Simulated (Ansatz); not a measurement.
Isolated molecules relaxed with PBE0-D4/def2-TZVP in Ansatz; ΔE leaves out vibrations. CCSD(T)/CBS adds triple-zeta CCSD(T) − MP2 to the extrapolated MP2 energy (def2 sets, frozen cores). This one scheme is used for every species. Functionals use def2-TZVPP. B3LYP here is the variant with VWN-RPA as its local correlation; programs differ in this. For Ga outer-core shells are correlated without core-valence functions, which leaves a few kJ/mol of doubt a bond. Scalar relativity is left out up to krypton. One conformer a species, not always the lowest.

Reaction (ligand exchange at the Si–N bond): `C[SiH](C)[NH][AlH2]` + `[NH2][GaH2]` → `C[SiH](C)[NH][GaH2]` + `[NH2][AlH2]`

`C[SiH](C)[NH][AlH2]`:

Z-matrix (Å, degrees):
```
C
Si 1 1.870
H 1 1.092 2 111.1
H 1 1.094 2 111.0 3 120.0
H 1 1.094 2 111.0 3 -120.3
C 2 1.870 1 109.3 3 178.0
N 2 1.734 1 111.5 3 -58.2
H 2 1.491 1 109.5 3 58.2
H 6 1.094 2 111.0 1 61.9
H 6 1.092 2 111.0 1 -178.1
H 6 1.094 2 111.1 1 -57.8
Al 7 1.779 2 129.7 1 119.9
H 7 1.013 2 114.5 1 -60.3
H 12 1.585 7 117.5 2 179.9
H 12 1.581 7 118.9 2 -0.1
```

`[NH2][GaH2]`:

Cartesian coordinates in Å:
```
N -0.025 -0.349 -0.886
Ga 0.023 0.315 0.800
H 0.080 0.210 -1.715
H -0.160 -1.322 -1.105
H 0.242 1.854 0.942
H -0.159 -0.709 1.964
```

`C[SiH](C)[NH][GaH2]`:

```xyz
15

C     1.967   -0.617    0.558
Si    0.360   -0.566   -0.398
C    -1.047   -1.202    0.650
N     0.003    1.043   -0.929
Ga   -1.436    2.132   -0.628
H     2.795   -0.231   -0.042
H     1.900   -0.012    1.467
H     2.217   -1.642    0.847
H     0.520   -1.464   -1.584
H    -1.191   -0.592    1.545
H    -0.830   -2.224    0.973
H    -1.990   -1.220    0.099
H     0.708    1.460   -1.523
H    -2.593    1.594    0.269
H    -1.384    3.542   -1.303
```

`[NH2][AlH2]`:

```xyz
6

N    -0.086    0.143   -0.923
Al    0.076   -0.126    0.815
H    -0.063    1.045   -1.371
H    -0.214   -0.584   -1.609
H     0.271    1.140    1.745
H     0.016   -1.618    1.342
```

```
             level  ΔE (kcal/mol)  difference from CCSD(T)/CBS
          B3LYP-D4           -0.9                         -0.3
           ωB97X-V           -0.3                          0.3
            B2PLYP           -0.3                          0.3
            r2SCAN           -0.3                          0.3
              PBE0            0.0                          0.6
             B3LYP            0.0                          0.6
     HF/def2-TZVPP            0.0                          0.6
     HF/def2-QZVPP            0.1                          0.7
    MP2/def2-QZVPP           -0.8                         -0.2
SCS-MP2/def2-QZVPP           -0.6                          0.0
       CCSD(T)/CBS           -0.6                            0
```

Largest T1 diagnostic among the species: 0.014.

The D4 term adds −0.9 kcal/mol with B3LYP and −0.5 kcal/mol with PBE0; it sums over pairs of atoms, weighted by their polarisabilities, and B3LYP, whose exchange is more repulsive, gets the larger term. In def2-TZVPP, CCSD(T) changes the Hartree–Fock value by −0.8 kcal/mol (the triples alone add −0.1 kcal/mol) and MP2 by −0.9 kcal/mol.
